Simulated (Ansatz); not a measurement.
This geometry of C2H9AsSi (13 atoms, charge 0, multiplicity 1) is a first-order saddle point.

All numbers below come from Ansatz, RKS PBE0-D4/def2-SVP.

```xyz
13
Properties=species:S:1:pos:R:3
C -1.187 0.394 1.533
Si -0.348 -0.925 0.473
C 1.116 -0.213 -0.479
As 0.627 1.328 -1.623
H -1.162 0.123 2.599
H -0.686 1.368 1.418
H -2.241 0.527 1.245
H -1.319 -1.502 -0.512
H 0.143 -2.053 1.328
H 1.863 0.156 0.245
H 1.594 -1.006 -1.073
H 1.846 1.247 -2.539
H -0.227 0.522 -2.599
```

Problem. Which two structures does it join? (They come from a converged band through this point; their orientation in space is the band's.)

Solution. No bond is made or broken. The dihedral H7–C1–Si2–C3 goes from -180 to 60°. The two ends are copies of one structure, up to a mirror image or an exchange of like atoms.

Image 0:

```xyz
13
Properties=species:S:1:pos:R:3
C -1.330 0.409 1.398
Si -0.530 -0.903 0.317
C 1.136 -0.321 -0.350
As 1.021 1.373 -1.372
H -0.688 0.651 2.259
H -1.502 1.338 0.832
H -2.301 0.061 1.784
H -1.426 -1.227 -0.839
H -0.327 -2.161 1.105
H 1.812 -0.134 0.501
H 1.587 -1.115 -0.963
H 2.342 1.206 -2.120
H 0.227 0.788 -2.537
```

Image 8:

```xyz
13
Properties=species:S:1:pos:R:3
C -1.165 0.366 1.546
Si -0.321 -0.930 0.480
C 1.111 -0.189 -0.497
As 0.577 1.344 -1.632
H -1.996 -0.077 2.118
H -0.455 0.805 2.264
H -1.573 1.183 0.931
H -1.308 -1.522 -0.481
H 0.200 -2.041 1.341
H 1.866 0.190 0.213
H 1.592 -0.972 -1.103
H 1.778 1.284 -2.573
H -0.285 0.526 -2.591
```

Problem. How far does it lie above each of them?

Solution. 1.5 kcal/mol above the first and 1.5 kcal/mol above the second. This is the barrier of this one path; another mechanism may lie lower.

The run took 73 s on 2 threads of Intel(R) Xeon(R) 6975P-C (Granite Rapids), with other jobs on the host, peak memory 0.33 GiB.
